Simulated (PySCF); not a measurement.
## Antimony: a sound run and one with changed settings

Sound run: Sb⁺ [Kr] 4d10 5s2 5p2, Sb²⁺ [Kr] 4d10 5s2 5p1. All numbers are calculated (PySCF 2.14, a scalar-relativistic core potential, in aug-cc-pVDZ-PP with ECP28MDF (5s4p3d, 32 functions)). In the sound run the correlated levels freeze 4s2 4p6 4d10 outside the core potential. The sound run starts from symmetry-adapted Hartree-Fock orbitals and uses a fine grid where one is needed.

Changed run: all electrons correlated in a basis built for the valence shell.

```
species  method  sound run (hartree)  changed run (hartree)  converged
    Sb⁺     MP2           -238.99352             -239.02167        yes
   Sb²⁺     MP2           -238.39745             -238.42362        yes
```

Ionisation energy of Sb⁺:

```csv
method,sound run (eV),changed run (eV)
UHF,15.996,15.996
MP2,16.220,16.274
SCS-MP2,16.165,16.195
```

A valence basis has no tight correlating functions, so it recovers only part of the core correlation, and not evenly between atom and ion.

For comparison, NIST gives 16.626 ± 0.025 eV between the lowest levels.
